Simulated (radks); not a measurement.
Excited configurations of the strontium ion Sr+: one electron is placed in a higher orbital outside [Kr]. The ground configuration is [Kr] 5s1. Calculated with a radial shooting solver on a logarithmic mesh with Libxc functionals: scalar-relativistic Kohn-Sham, r2SCAN, spin-polarised, spherical densities, finite nucleus; open shells are filled with parallel spins first (spin-orbit coupling, left out, can overturn this in heavy ions); meta-GGA in the generalised Kohn-Sham scheme; Fermi nuclear charge, rms radius 4.224 fm. Excitation = E - E(ground); binding = E(ion) - E, where the ion is the core of charge +2; n* = 2/sqrt(2 binding) in atomic units, and the quantum defect is n - n*.

outer orbital,excitation (eV),binding (eV),n*,eigenvalue (eV)
5d,6.290,4.581,3.447,-3.438
5f,8.614,2.256,4.911,-1.729
6s,5.647,5.223,3.228,-4.213
6p,6.699,4.172,3.612,-3.351
7f,9.686,1.184,6.780,-0.952

The Delta-SCF ionisation energy is 10.870 eV (NIST Atomic Spectra Database: 11.030 eV, measured). Self-interaction in the functional shifts the binding energies and quantum defects, so they are the method's values and not measured ones.
